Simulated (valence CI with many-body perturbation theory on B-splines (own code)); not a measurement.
**E1 line list for Lu55+**

Calculated by valence CI with perturbative core correlation (CI+MBPT): six valence electrons over a frozen Dirac-Fock core [Ne], radial functions for each j: 9 s, 9 p, 8 d, 6 f, 3 g, 1 h, with the one-electron correlation potential Σ1 (screened to all orders), the two-electron term Σ2, the three-electron term Σ3, Breit, model QED; selected single and double excitations, second order for the rest, scaled by the run's own slope (own B-spline code, finite nucleus).

The last digits are not significant, and no measured levels were compared; by estimate large intervals hold to a few tenths of a per cent, small ones and those within an open d or f shell to about a per cent. Among the levels kept, up to 970 cm⁻¹ of a level comes from second order outside the variational space, and about a tenth of that is noise between levels of different J, which matters for small intervals.

Lines 101 to 135 of 135 in falling wavelength, among levels below 603.57 eV, chosen from the strongest by gf and those to the six lowest levels. Wavelengths and rates use the calculated energies. Electric multipoles are in the length gauge with retardation, E1 and E2 with the static RPA response of the core. Weak lines are less certain than strong ones. Lines between different terms over intervals too small for the method are left out, as are lines whose strength nearly cancels. The highest levels of a list are the least certain.

Levels are named by their leading jj configuration (3d3/2^4 stands for four electrons in 3d with j = 3/2), which in mixed levels can hold well under half, so a name can repeat and another be missing. Letters in brackets count levels of one name in rising energy.

```
λ vac (Å)                               Upper                           Lower   A (s⁻¹)  log gf  Branch %
    41.58      (3s^2 3p1/2^2 3p3/2 3d5/2) J=2      (3s^2 3p1/2^2 3p3/2^2) J=2  1.10e+11   -0.85     100.0
    40.92      (3s^2 3p1/2 3p3/2^2 3d5/2) J=2        (3s^2 3p1/2 3p3/2^3) J=2  4.05e+09   -2.29      20.9
    40.61      (3s^2 3p1/2^2 3d3/2 3d5/2) J=3  (3s^2 3p1/2^2 3p3/2 3d3/2) J=2  1.58e+11   -0.56      79.2
    40.33      (3s^2 3p1/2^2 3d3/2 3d5/2) J=2  (3s^2 3p1/2^2 3p3/2 3d3/2) J=3  1.40e+10   -1.77       6.1
    40.25      (3s^2 3p1/2^2 3d3/2 3d5/2) J=2  (3s^2 3p1/2^2 3p3/2 3d3/2) J=1  1.23e+11   -0.83      53.6
    40.18      (3s^2 3p1/2^2 3p3/2 3d5/2) J=1      (3s^2 3p1/2^2 3p3/2^2) J=0  2.20e+11   -0.80      82.7
    40.04  (3s^2 3p1/2 3p3/2^2 3d5/2) J=3 [b]        (3s^2 3p1/2 3p3/2^3) J=2  1.82e+09   -2.51      92.4
    39.75      (3s^2 3p1/2^2 3d3/2 3d5/2) J=1  (3s^2 3p1/2^2 3p3/2 3d3/2) J=0  1.09e+11   -1.11      45.0
    39.71      (3s^2 3p1/2 3p3/2^2 3d5/2) J=2        (3s^2 3p1/2 3p3/2^3) J=1  1.45e+10   -1.77      74.7
    39.70      (3s^2 3p1/2^2 3d3/2 3d5/2) J=1  (3s^2 3p1/2^2 3p3/2 3d3/2) J=1  1.04e+11   -1.13      43.1
    39.69      (3s^2 3p1/2^2 3d3/2 3d5/2) J=4  (3s^2 3p1/2^2 3p3/2 3d3/2) J=3  2.40e+11   -0.29      91.0
    39.25      (3s^2 3p1/2^2 3d3/2 3d5/2) J=2  (3s^2 3p1/2^2 3p3/2 3d3/2) J=2  8.06e+10   -1.03      35.1
    39.14      (3s^2 3p1/2^2 3p3/2 3d5/2) J=3      (3s^2 3p1/2^2 3p3/2^2) J=2  4.22e+11   -0.17     100.0
    38.73      (3s^2 3p1/2^2 3d3/2 3d5/2) J=1  (3s^2 3p1/2^2 3p3/2 3d3/2) J=2  1.63e+10   -1.96       6.7
    37.89      (3s^2 3p1/2^2 3p3/2 3d5/2) J=1      (3s^2 3p1/2^2 3p3/2^2) J=2  4.61e+10   -1.53      17.3
    35.04                  (3s^2 3p3/2^4) J=0  (3s^2 3p1/2^2 3p3/2 3d3/2) J=1  3.20e+08   -4.23      31.1
    27.16            (3s 3p1/2^2 3p3/2^3) J=2      (3s^2 3p1/2^2 3p3/2^2) J=2  6.11e+11   -0.47      96.1
    27.08            (3s 3p1/2^2 3p3/2^3) J=1      (3s^2 3p1/2^2 3p3/2^2) J=0  2.49e+11   -1.09      31.9
    26.02            (3s 3p1/2^2 3p3/2^3) J=1      (3s^2 3p1/2^2 3p3/2^2) J=2  4.96e+11   -0.82      63.5
    25.78  (3s^2 3p1/2 3p3/2^2 3d3/2) J=1 [a]      (3s^2 3p1/2^2 3p3/2^2) J=0  8.68e+10   -1.59      35.5
    24.93  (3s^2 3p1/2 3p3/2^2 3d3/2) J=2 [a]      (3s^2 3p1/2^2 3p3/2^2) J=2  5.97e+09   -2.56      71.6
    24.82  (3s^2 3p1/2 3p3/2^2 3d3/2) J=1 [a]      (3s^2 3p1/2^2 3p3/2^2) J=2  1.41e+11   -1.41      57.7
    24.55  (3s^2 3p1/2 3p3/2^2 3d3/2) J=3 [a]      (3s^2 3p1/2^2 3p3/2^2) J=2  3.26e+10   -1.69      94.5
    23.60  (3s^2 3p1/2 3p3/2^2 3d3/2) J=2 [b]      (3s^2 3p1/2^2 3p3/2^2) J=2  1.99e+11   -1.08      98.8
    23.34  (3s^2 3p1/2 3p3/2^2 3d3/2) J=1 [b]      (3s^2 3p1/2^2 3p3/2^2) J=0  1.09e+09   -3.57       0.0
    23.01  (3s^2 3p1/2 3p3/2^2 3d3/2) J=3 [b]      (3s^2 3p1/2^2 3p3/2^2) J=2  2.20e+12    0.09     100.0
    22.80  (3s^2 3p1/2 3p3/2^2 3d3/2) J=1 [c]      (3s^2 3p1/2^2 3p3/2^2) J=0  2.98e+12   -0.16      82.2
    22.74  (3s^2 3p1/2 3p3/2^2 3d3/2) J=2 [c]      (3s^2 3p1/2^2 3p3/2^2) J=2  3.07e+12    0.08      99.9
    22.54  (3s^2 3p1/2 3p3/2^2 3d3/2) J=1 [b]      (3s^2 3p1/2^2 3p3/2^2) J=2  3.54e+12   -0.09      99.9
    22.16      (3s^2 3p1/2 3p3/2^2 3d5/2) J=1      (3s^2 3p1/2^2 3p3/2^2) J=0  3.06e+10   -2.17      29.3
    22.04  (3s^2 3p1/2 3p3/2^2 3d3/2) J=1 [c]      (3s^2 3p1/2^2 3p3/2^2) J=2  6.43e+11   -0.85      17.7
    22.00  (3s^2 3p1/2 3p3/2^2 3d5/2) J=3 [a]      (3s^2 3p1/2^2 3p3/2^2) J=2  2.08e+10   -1.98      95.6
    21.44      (3s^2 3p1/2 3p3/2^2 3d5/2) J=1      (3s^2 3p1/2^2 3p3/2^2) J=2  5.94e+09   -2.91       5.7
    20.80      (3s^2 3p1/2 3p3/2^2 3d5/2) J=2      (3s^2 3p1/2^2 3p3/2^2) J=2  7.22e+08   -3.63       3.7
    20.57  (3s^2 3p1/2 3p3/2^2 3d5/2) J=3 [b]      (3s^2 3p1/2^2 3p3/2^2) J=2  2.92e+07   -4.89       1.5
```
